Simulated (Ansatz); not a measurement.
One geometry of Zr₂O₆H₄, several levels of theory.

```yaml
crystal:
  periodic: [false, false, false]
  atoms:
    - {symbol: Zr, position_ang: [1.175805, 0.027097, 1.047448]}
    - {symbol: Zr, position_ang: [-0.976547, -0.359562, -1.367642]}
    - {symbol: O, position_ang: [-0.434825, -0.156826, -3.034819]}
    - {symbol: O, position_ang: [0.182564, 1.257108, -0.294296]}
    - {symbol: O, position_ang: [1.541998, 0.608735, 2.843888]}
    - {symbol: O, position_ang: [-0.423778, -1.191309, 0.936911]}
    - {symbol: O, position_ang: [-2.936628, -0.520414, -1.296902]}
    - {symbol: O, position_ang: [0.455707, -1.557739, -0.226009]}
    - {symbol: H, position_ang: [2.857629, -0.348396, 0.344536]}
    - {symbol: H, position_ang: [1.714123, 0.738198, 3.780290]}
    - {symbol: H, position_ang: [-3.650010, -0.526407, -1.944189]}
    - {symbol: H, position_ang: [0.493962, 2.029524, -0.789207]}
basis:
  gaussian: {orbitals: def2-TZVP, initial_orbitals: start.molden}
hamiltonian: {xc: pbe0, dispersion: d4}
scf: {omitted_lower_state_checks: [starts]}
output: {orbitals: {seedname: orbitals}}
```

The file start.molden holds the orbitals of an earlier run on this structure, at another level or in another basis.

```sh
$ ansatz run in.yaml --threads 4 --pin off --events-out ev --progress --plain --max-ram 4787MiB
```

Output, abridged:

```
Functional definition: PBE0
1880 factors; their error is unknown
mean field evaluation 1: about -14901.4307 eV, gradient 2.2e2 eV
mean field evaluation 2: about -14907.4676 eV, gradient 6.1e0 eV
mean field evaluation 4: about -14907.6337 eV, gradient 3.7e-1 eV
mean field evaluation 8: about -14907.6340 eV, gradient 1.7e-5 eV
mean field -14907.63395990 eV, -547.8454432692 hartree, gradient 1.7e-5 eV, S^2 0.000000; 0 other end points of the search recorded, 0 dependent functions left out
reference -14907.63403614 eV, -547.8454460708 hartree; 38, 38 occupied and 252, 252 virtual orbitals, 1880 factors
Total energy: -14907.94688337 eV, -547.8569429947 hartree
Checks for a lower state left out: starts
```

Run time 7.5 s (4 threads of Arm Neoverse V1 on a shared host), peak host memory 1.1 GiB.

As the first input, with `gaussian: {orbitals: def2-SVP, initial_orbitals: start.molden}`, `correlation: {method: ccsd_t}` and without the key `hamiltonian` (abridged; 3.1 min):

```
Functional definition: HF
mean field -14815.38557967 eV, -544.4553778237 hartree, gradient 3.7e-6 eV, S^2 0.000000
6 core orbitals not correlated: weight in the atoms' cores, before any rotation towards them, 1.000 or more for the frozen orbitals, at most 0.000 for the correlated occupied ones
second order -45.05987577 eV of doubles, -0.00000000 eV of singles
cycle   1  -42.88594156 eV  change     2.2e0 eV  update   2.7e-1
cycle   2  -44.47240616 eV  change    -1.6e0 eV  update   1.3e-1
cycle   3  -44.91017876 eV  change   -4.4e-1 eV  update   5.2e-2
cycle   4  -44.95822695 eV  change   -4.8e-2 eV  update   1.9e-2
cycle   5  -44.92051923 eV  change    3.8e-2 eV  update   5.6e-3
cycle   6  -44.92137599 eV  change   -8.6e-4 eV  update   2.9e-3
cycle   7  -44.92307965 eV  change   -1.7e-3 eV  update   1.1e-3
cycle   8  -44.92241002 eV  change    6.7e-4 eV  update   5.8e-4
cycle   9  -44.92237983 eV  change    3.0e-5 eV  update   2.5e-4
cycle  10  -44.92278346 eV  change   -4.0e-4 eV  update   1.3e-4
cycle  11  -44.92253834 eV  change    2.5e-4 eV  update   7.0e-5
cycle  12  -44.92243604 eV  change    1.0e-4 eV  update   3.1e-5
cycle  13  -44.92249754 eV  change   -6.1e-5 eV  update   1.5e-5
perturbative correction -1.64239120 eV, -0.0603567634 hartree
Total energy: -14861.95046841 eV, -546.1666059222 hartree
Checks for a lower state left out: starts
```

As the first input, with `hamiltonian: {xc: pbe, dispersion: d4}`, `output: {forces: true, orbitals: {seedname: orbitals}}` (abridged; 5.5 s):

```
Functional definition: PBE
mean field -14910.02301171 eV, -547.9332393039 hartree, gradient 1.5e-5 eV, S^2 0.000000
Total energy: -14910.38499099 eV, -547.9465417969 hartree
Atom 0 force    -0.019504     0.048288    -0.081518 eV/Å
Atom 1 force     0.083784     0.039431     0.123376 eV/Å
Atom 2 force     0.102544     0.013680    -0.313050 eV/Å
Atom 3 force    -0.107450     0.162961     0.048663 eV/Å
Atom 4 force     0.024851     0.062016    -0.016664 eV/Å
Atom 5 force    -0.068898    -0.093669     0.148839 eV/Å
Atom 6 force    -0.121124    -0.039479     0.190873 eV/Å
Atom 7 force     0.080938    -0.225978    -0.067985 eV/Å
Atom 8 force     0.042082    -0.043815    -0.029918 eV/Å
Atom 9 force     0.033864     0.000975     0.205819 eV/Å
Atom 10 force    -0.122432     0.007777    -0.154880 eV/Å
Atom 11 force     0.071343     0.067813    -0.053555 eV/Å
Dipole moment:    -0.027312     0.678136     0.908875 e Å
Checks for a lower state left out: starts
```

First input, but with `hamiltonian: {xc: {name: BLYP}, dispersion: d4}` (abridged; 5.5 s):

```
Functional definition: BLYP
mean field -14918.98783731 eV, -548.2626905679 hartree, gradient 1.7e-5 eV, S^2 0.000000
Total energy: -14919.73577463 eV, -548.2901767574 hartree
Checks for a lower state left out: starts
```

As the first input, with `hamiltonian: {xc: {name: r2SCANh}, dispersion: d4}` (abridged; 12 s):

```
Functional definition: r2SCANh
mean field -14915.42265628 eV, -548.1316725817 hartree, gradient 1.2e-5 eV, S^2 0.000000
Total energy: -14915.52181933 eV, -548.1353167566 hartree
Checks for a lower state left out: starts
```

As the first input, with `hamiltonian: {xc: r2scan, dispersion: d4}` (abridged; 9.5 s):

```
Functional definition: r2SCAN
mean field -14917.35435275 eV, -548.2026611176 hartree, gradient 1.9e-5 eV, S^2 0.000000
Total energy: -14917.44564167 eV, -548.2060159236 hartree
Checks for a lower state left out: starts
```

Geometry: r2SCAN-D4/def2-SVP.

In the def2 sets Zr takes a core potential; there is no spin–orbit coupling. Correlated methods freeze 6 core orbitals; core or outer-core shells of Zr are correlated, in sets that lack core-valence functions. The structure holds one bond between oxygen atoms, so isomers without such links may lie far lower. Another isomer (singlet) lies 0.07 eV lower at PBE0-D4/def2-TZVP; other spin states weren't run for this one.
